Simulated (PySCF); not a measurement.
Compound: C2H5OPSi.
Geometry (PBE0-D3(BJ)/def2-SVP, Å), atoms numbered from 1 in this order:
```xyz
10
C2H5OPSi angstrom
O      2.933   -0.492    0.674
C      2.203    0.144    0.042
P      1.281    1.129   -0.963
C     -0.366    0.945   -0.065
Si    -1.028   -0.822   -0.009
H     -1.053    1.566   -0.664
H     -0.325    1.400    0.937
H     -1.146   -1.358   -1.396
H     -0.080   -1.675    0.770
H     -2.370   -0.858    0.654
```

Computed with PySCF at CAM-B3LYP/def2-SVPD, non-relativistic, on one gas-phase PBE0-D3(BJ)/def2-SVP geometry that isn't relaxed in the solvent. The solvent is an IEF-PCM continuum (van der Waals radii × 1.2), and excitations are vertical TDDFT with non-equilibrium linear response and a frozen core. Specific hydrogen bonds and non-electrostatic terms are outside this model.

Gas-phase singlets (H = HOMO, L = LUMO):

```csv
state,E (eV),λ (nm),f,leading configurations
S1,2.651,468,0.000,H→L 98%
S2,4.851,256,0.020,"H→L+1 56%, H-1→L 40%"
S3,5.856,212,0.024,"H→L+2 76%, H→L+4 16%"
S4,6.042,205,0.016,"H→L+3 45%, H→L+4 28%"
S5,6.328,196,0.213,"H-1→L 44%, H→L+1 31%"
```

**Question.** How does the list change in acetonitrile (ε = 35.69)?

**Answer.** 
| state | E (eV) | λ (nm) | f | leading configurations | change by rank (eV) |
| --- | --- | --- | --- | --- | --- |
| S1 | 2.688 | 461 | 0.001 | H→L 98% | +0.037 |
| S2 | 4.818 | 257 | 0.031 | H→L+1 59%, H-1→L 37% | -0.033 |
| S3 | 5.871 | 211 | 0.047 | H→L+2 74%, H→L+4 20% | +0.015 |
| S4 | 6.143 | 202 | 0.017 | H→L+3 52%, H→L+4 12% | +0.101 |
| S5 | 6.206 | 200 | 0.283 | H-1→L 49%, H→L+1 30% | -0.122 |

**Question.** The ground-state energy changes by -0.109 eV from gas to acetonitrile. By how much does the total energy of gas-phase S1 change?

**Answer.** E(S1) = E(S0) + excitation energy, so it changes by -0.109 + 0.037 = -0.072 eV: it is lowered less than the ground state, which is what a blue shift means. This is the vertical state, with the slow part of the continuum still set for S0.

**Question.** How do the frontier levels move from gas to acetonitrile?

**Answer.** 
| orbital | gas (eV) | solvent (eV) | change (eV) |
| --- | --- | --- | --- |
| LUMO+2 | 1.15 | 1.31 | +0.16 |
| LUMO+1 | 0.41 | 0.50 | +0.09 |
| LUMO | -0.85 | -0.72 | +0.13 |
| HOMO | -7.74 | -7.67 | +0.07 |
| HOMO-1 | -9.78 | -9.65 | +0.13 |
| HOMO-2 | -11.11 | -10.88 | +0.23 |
| HOMO-3 | -11.16 | -10.95 | +0.21 |

The HOMO–LUMO gap goes from 6.89 to 6.95 eV. Rows go by rank; for LUMO+2 the atom shares or the degeneracy differ between the runs, so the row needn't follow one orbital.
